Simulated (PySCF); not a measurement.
Running PySCF for LiGa⁻

File input.py (PySCF 2.14):

```python
from pyscf import gto, scf, solvent

mol = gto.M(
    atom='Li 0 0 0; Ga 0 0 2.978',
    basis='pcseg-2',
    charge=-1,
    spin=1,
    verbose=4,
)
mf = scf.ROHF(mol)
mf = mf.density_fit(auxbasis='def2-universal-jkfit')
mf = solvent.PCM(mf)
mf.with_solvent.eps = 4.71
mf.kernel()
mf.analyze()
print('orbital energies (hartree):', mf.mo_energy[..., max(0, mol.nelec[1]-3):mol.nelec[0]+3].round(4))
```

```bash
$ python input.py
```

The log (some set-up lines and the per-cycle HOMO/LUMO lines with their warnings removed):

```
PySCF version 2.14.0

[INPUT] verbose = 4
[INPUT] num. atoms = 2
[INPUT] num. electrons = 35
[INPUT] charge = -1
[INPUT] spin (= nelec alpha-beta = 2S) = 1
[INPUT] symmetry False subgroup None
[INPUT] Mole.unit = angstrom
[INPUT] Symbol           X                Y                Z      unit          X                Y                Z       unit  Magmom
[INPUT]  1 Li     0.000000000000   0.000000000000   0.000000000000 AA    0.000000000000   0.000000000000   0.000000000000 Bohr   0.0
[INPUT]  2 Ga     0.000000000000   0.000000000000   2.978000000000 AA    0.000000000000   0.000000000000   5.627604398955 Bohr   0.0

nuclear repulsion = 16.5256818722498
number of shells = 7
number of NR pGTOs = 144
number of NR cGTOs = 58
basis = pcseg-2
ecp = {}

******** <class 'pyscf.solvent._attach_solvent.PCMDFROHF'> ********
method = PCMDFROHF
initial guess = minao
damping factor = 0
level_shift factor = 0
DIIS = <class 'pyscf.scf.diis.CDIIS'>
diis_start_cycle = 1
diis_space = 8
diis_damp = 0
SCF conv_tol = 1e-09
SCF conv_tol_grad = None
SCF max_cycles = 50
direct_scf = False
num. doubly occ = 17  num. singly occ = 1
******** <class 'pyscf.solvent.pcm.PCM'> (In testing) ********

WARN: PCM is an experimental feature. It is still in testing.
Features and APIs may be changed in the future.

lebedev_order = 29 (302 grids per sphere)
eps = 4.71
frozen = False
Set gradient conv threshold to 3.16228e-05
******** <class 'pyscf.df.df.DF'> ********
auxbasis = def2-universal-jkfit
PCM E_diel = -0.000905222324416354
Solvent Energy = -0.000905222324416354
init E= -1930.01720731205

PCM E_diel = -0.0497696026622443
Solvent Energy = -0.0497696026622443
cycle= 1 E= -1930.7008162823  delta_E= -0.684  |g|= 0.152  |ddm|= 0.92
PCM E_diel = -0.0529424385629865
Solvent Energy = -0.0529424385629865
cycle= 2 E= -1930.7122628609  delta_E= -0.0114  |g|= 0.101  |ddm|= 0.244
PCM E_diel = -0.0539618165504868
Solvent Energy = -0.0539618165504868
cycle= 3 E= -1930.71488076041  delta_E= -0.00262  |g|= 0.0268  |ddm|= 0.0836
PCM E_diel = -0.0576208998480337
Solvent Energy = -0.0576208998480337
cycle= 4 E= -1930.71690128588  delta_E= -0.00202  |g|= 0.0137  |ddm|= 0.126
PCM E_diel = -0.0618416258260779
Solvent Energy = -0.0618416258260779
cycle= 5 E= -1930.71800525477  delta_E= -0.0011  |g|= 0.00819  |ddm|= 0.108
PCM E_diel = -0.066737399166398
Solvent Energy = -0.066737399166398
cycle= 6 E= -1930.71871125879  delta_E= -0.000706  |g|= 0.00424  |ddm|= 0.108
PCM E_diel = -0.0710764627916937
Solvent Energy = -0.0710764627916937
cycle= 7 E= -1930.71892074182  delta_E= -0.000209  |g|= 0.00122  |ddm|= 0.086
PCM E_diel = -0.0712022390394267
Solvent Energy = -0.0712022390394267
cycle= 8 E= -1930.71892471796  delta_E= -3.98e-06  |g|= 0.000417  |ddm|= 0.00517
PCM E_diel = -0.0714237377496507
Solvent Energy = -0.0714237377496507
cycle= 9 E= -1930.71892534175  delta_E= -6.24e-07  |g|= 0.000137  |ddm|= 0.00511
PCM E_diel = -0.0713932895214266
Solvent Energy = -0.0713932895214266
cycle= 10 E= -1930.71892537661  delta_E= -3.49e-08  |g|= 2.21e-05  |ddm|= 0.000651
PCM E_diel = -0.0713911315149319
Solvent Energy = -0.0713911315149319
cycle= 11 E= -1930.71892537795  delta_E= -1.34e-09  |g|= 5.46e-06  |ddm|= 0.000152
PCM E_diel = -0.0713927083182785
Solvent Energy = -0.0713927083182785
cycle= 12 E= -1930.7189253781  delta_E= -1.51e-10  |g|= 2.84e-06  |ddm|= 6.85e-05
PCM E_diel = -0.0713926783416923
Solvent Energy = -0.0713926783416923
Extra cycle  E= -1930.71892537816  delta_E= -5.46e-11  |g|= 2.2e-06  |ddm|= 1.57e-05
converged SCF energy = -1930.71892537816
**** SCF Summaries ****
Total Energy =                       -1930.718925378157564
Nuclear Repulsion Energy =              16.525681872249834
One-electron Energy =                -2737.231841572634949
Two-electron Energy =                  790.058627000569231
Two-electron Coulomb Energy =          865.527579758457819
DFT Exchange-Correlation Energy =      -75.468952757888587
**** MO energy ****
                Roothaan           | alpha              | beta
[7 lines left out]
MO #8   energy= -4.3647126012905   | -4.36831482403316  | -4.36111037855069  occ= 2
MO #9   energy= -4.36371209553842  | -4.36412111222768  | -4.36330307884919  occ= 2
MO #10  energy= -2.39856035972392  | -2.39864285567341  | -2.39847786377436  occ= 2
MO #11  energy= -1.08356461383257  | -1.08453118392594  | -1.08259804373921  occ= 2
MO #12  energy= -1.08223025771673  | -1.08400117993099  | -1.08045933550248  occ= 2
MO #13  energy= -1.08094214536023  | -1.08125905941407  | -1.08062523130639  occ= 2
MO #14  energy= -1.0759290168209   | -1.07772245546714  | -1.0741355781798   occ= 2
MO #15  energy= -1.07589486386925  | -1.07752330436736  | -1.07426642337113  occ= 2
MO #16  energy= -0.354933209443448 | -0.38067617470293  | -0.329190244183975 occ= 2
MO #17  energy= -0.123593856645494 | -0.129790830304223 | -0.117396882986768 occ= 2
MO #18  energy= -0.0131948408782501 | -0.137067843404394 | 0.110678199167658  occ= 1
MO #19  energy= 0.0602395933237618 | 0.0583328035800387 | 0.0621463830675063 occ= 0
MO #20  energy= 0.0715769525948735 | 0.0675032799898577 | 0.0756506251992224 occ= 0
MO #21  energy= 0.106605875709904  | 0.0998364339529125 | 0.113375241643859  occ= 0
[37 lines left out]
 ** Mulliken pop on meta-lowdin orthogonal AOs  **
 ** Mulliken pop  **
pop of  0 Li 1s           1.99983
pop of  0 Li 2s           0.92836
pop of  0 Li 3s           0.00096
pop of  0 Li 4s           0.00074
pop of  0 Li 2px          0.02283
pop of  0 Li 2py          0.00168
pop of  0 Li 2pz          0.01192
pop of  0 Li 3px          0.00016
pop of  0 Li 3py          0.00001
pop of  0 Li 3pz          0.00535
pop of  0 Li 3dxy         0.00000
pop of  0 Li 3dyz         0.00001
[46 lines left out]
 ** Mulliken atomic charges  **
charge of    0Li =      0.02761
charge of    1Ga =     -1.02761

WARN: System has nonzero charge -1; the dipole moment is origin-dependent.
Location of origin: [0. 0. 0.]

Dipole moment(X, Y, Z, Debye):  0.00000,  0.00000, -16.05259
orbital energies (hartree): [-1.0759 -0.3549 -0.1236 -0.0132  0.0602  0.0716  0.1066]
```

In short: E(SCF) = -1930.718925 Eh, 12 cycles.

Wall time 5.1 s on one thread of a shared host.

The basis has no diffuse functions, which an anion needs. The bond length is a typed value, not an optimised one. The dipole of an ion depends on the origin. No search for the lowest solution was made.
